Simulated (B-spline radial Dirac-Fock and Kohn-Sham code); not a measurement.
## Binding energies of Au⁵⁰⁺ at several levels of theory

System: the Au⁵⁰⁺ ion, [Ar] 3d10 4s1.

The density-functional columns are spherical, spin-unpolarised Dirac-Kohn-Sham results without Breit or QED terms: −ε is minus the orbital energy of the initial state and ΔSCF the difference of two total energies. The reference in the last column comes from ΔSCF Dirac-Fock with Breit, self-energy and vacuum polarisation, finite nucleus, configuration average. All numbers are from an atomic code on a B-spline grid, in eV; a selection of levels is shown. For the 1s level of heavy atoms much of the gap between ΔSCF and the reference is the Breit and QED part, -434.9 eV here; for other levels the error of the functional can be larger.

```tsv
level	LDA −ε	LDA ΔSCF	Dirac-Fock
K (1s)	83287.9	83935.5	83508.8
L1 (2s)	16887.9	17037.4	17086.4
L2 (2p1/2)	16327.8	16511.3	16472.9
L3 (2p3/2)	14484.7	14644.2	14648.6
M2 (3p1/2)	5648.5	5715.3	5738.5
M3 (3p3/2)	5222.5	5284.5	5311.6
M4 (3d3/2)	4821.8	4892.7	4888.7
M5 (3d5/2)	4728.5	4797.8	4797.3
N1 (4s)	2918.0	2948.6	2938.3
```

For the outermost level NIST gives 2941 ± 1 eV (semi-empirical); the differences from it are LDA −ε -23.04, LDA ΔSCF +7.57, Dirac-Fock -2.74 eV.

Values without a named source are computed, but for edge energies of neutral atoms, which are taken from tables.
